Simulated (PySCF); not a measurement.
Potential energy curve for SMILES N[SiH3]. The N2–H7 bond (N2 also carries H, Si; H7 carries nothing else) is stretched with both fragments frozen at the PBE0/def2-TZVP optimised geometry.

- RKS-PBE = restricted PBE/cc-pVDZ in PySCF
- UKS-PBE = unrestricted PBE/cc-pVDZ in PySCF
- UKS-PBE0 = unrestricted PBE0/cc-pVDZ run with PySCF
- UCCSD(T) = CCSD(T) on UHF/cc-pVDZ, 6 core orbitals frozen in PySCF 2.14.0

Energies relative to the lowest point of each curve near equilibrium, in kcal/mol; the last columns give the difference from UCCSD(T):

```
R / Å  RKS-PBE  UKS-PBE  UKS-PBE0  UCCSD(T)  RKS-PBE − UCCSD(T)  UKS-PBE − UCCSD(T)  UKS-PBE0 − UCCSD(T)
-----  -------  -------  --------  --------  ------------------  ------------------  -------------------
0.80      41.5     41.5      39.9      41.4                 0.1                 0.1                 -1.5
0.85      22.0     22.0      20.7      21.7                 0.2                 0.2                 -1.0
0.91       8.0      8.0       7.2       7.8                 0.3                 0.3                 -0.5
0.94       4.0      4.0       3.4       3.8                 0.2                 0.2                 -0.4
0.97       1.5      1.5       1.1       1.3                 0.1                 0.1                 -0.2
1.01       0.0      0.0       0.0       0.0                 0.0                 0.0                  0.0
1.04       0.1      0.1       0.3       0.2                -0.1                -0.1                  0.1
1.06       0.6      0.6       1.0       0.8                -0.2                -0.2                  0.2
1.12       3.8      3.8       4.8       4.4                -0.6                -0.6                  0.4
1.17       8.0      8.0       9.5       8.9                -0.9                -0.9                  0.6
1.25      16.4     16.4      18.7      17.9                -1.5                -1.5                  0.8
1.35      28.5     28.5      31.9      30.7                -2.2                -2.2                  1.2
1.52      49.8     49.8      55.1      52.8                -3.0                -3.0                  2.3
1.64      64.0     64.0      70.7      67.5                -3.5                -3.5                  3.2
1.83      83.8     83.8      92.1      86.9                -3.2                -3.2                  5.1
2.01      99.2     97.6     103.3     100.9                -1.7                -3.3                  2.4
2.24     114.5    106.1     109.1     109.5                 5.0                -3.4                 -0.4
2.50     126.7    109.8     111.2     111.2                15.4                -1.5                  0.0
2.69     132.9    110.9     111.8     111.4                21.5                -0.5                  0.4
3.03     140.5    111.7     112.2     111.5                29.0                 0.3                  0.8
3.51     146.2    112.2     112.5     111.6                34.7                 0.6                  0.9
```

RKS-PBE is furthest from UCCSD(T) at 3.51 (34.7 kcal/mol, above); its mean absolute difference over the points is 5.9 kcal/mol.

UKS-PBE is furthest from UCCSD(T) at 1.64 (-3.5 kcal/mol, below); its mean absolute difference over the points is 1.2 kcal/mol.

UKS-PBE0 is furthest from UCCSD(T) at 1.83 (5.1 kcal/mol, above); its mean absolute difference over the points is 1.1 kcal/mol.

The restricted form behind RKS-PBE keeps the bonding electrons paired and can't separate into open-shell fragments. The unrestricted determinant behind UKS-PBE is spin-contaminated at 2.01 to 3.51 Å (<S²> up to 1.0, against 0.00 for a pure singlet). The unrestricted determinant behind UKS-PBE0 is spin-contaminated at 1.83 to 3.51 Å (<S²> up to 1.0, against 0.00 for a pure singlet). The unrestricted determinant behind UCCSD(T) is spin-contaminated at 1.52 to 3.51 Å (<S²> up to 1.0, against 0.00 for a pure singlet).
